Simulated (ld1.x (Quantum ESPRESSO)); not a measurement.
Values are calculated unless marked as measured or tabulated.
## Potentials for chlorine (Cl) compared

Generated with ld1.x 7.5 (TM, RRKJ, ultrasoft, PAW), atompaw 4.2 or ONCVPSP 4.0.1. The cutoff is in Ry: for ld1.x and atompaw files where the sum of valence levels is converged to 10 mRy in a Bessel basis, for ONCV files where the hardest occupied wave has 1 mHa per electron of residual kinetic energy. The error is the largest all-electron minus pseudo excitation energy over each file’s own four to seven test configurations (ionisations up to +4, promotions, holes and added fractions of an electron), all of which were solved. The labels leave out finer settings (local radius, basis sizes, second energies), which also bear on the numbers. Spin-polarised tests are not counted. The rows are a selection from randomly drawn settings: files with unsolved tests, undetermined cutoffs or missed reference levels are left out.

| potential | cutoff (Ry) | largest error (meV) | bound ghosts |
| --- | --- | --- | --- |
| PAW, PBE, scalar-relativistic, rc 1.35/1.50 (sp), local smoothed, core correction yes, reference 3s2 3p4.75 | 25 | -77 | none |
| ultrasoft, PBE, scalar-relativistic, rc 1.20/1.40/1.50 (spd), local smoothed, core correction no, reference 3s2 3p4 | 30 | +43 | none |
| TM, PBE, scalar-relativistic, rc 0.95/1.55/1.55 (spd), local s, core correction no, reference 3s2 3p5 | 140 | +319 | none |
| TM, LDA (PZ), scalar-relativistic, rc 0.95/1.40/1.05 (spd), local p, core correction yes, reference 3s2 3p4.75 | 140 | +227 | none |
| TM, PBE, non-relativistic, rc 0.90/1.40/1.10 (spd), local smoothed, core correction yes, reference 3s2 3p5 | 110 | +338 | none |
| TM semilocal, LDA (PZ), scalar-relativistic, rc 1.30/0.90 (sp), local p, core correction yes, reference 3s2 3p2 | 180 | +148 | none |

Q: Fill in the row for Cl: TM, LDA (PZ), non-relativistic, rc 1.05/1.00/1.15 (spd), local p, core correction no, reference 3s2 3p5.

A: cutoff 120 Ry, largest error +356 meV, bound ghosts: none.

Q: Fill in the row for Cl: PAW, LDA (PZ), scalar-relativistic, rc 1.35/1.55 (sp), local smoothed, core correction yes, reference 3s2 3p4.5.

A: cutoff 25 Ry, largest error -83 meV, bound ghosts: none.

Q: Fill in the row for Cl: TM, LDA (PZ), scalar-relativistic, rc 1.00/1.55 (sp), local smoothed, core correction no, reference 3s2 3p4.75.

A: cutoff 110 Ry, largest error +186 meV, bound ghosts: none.
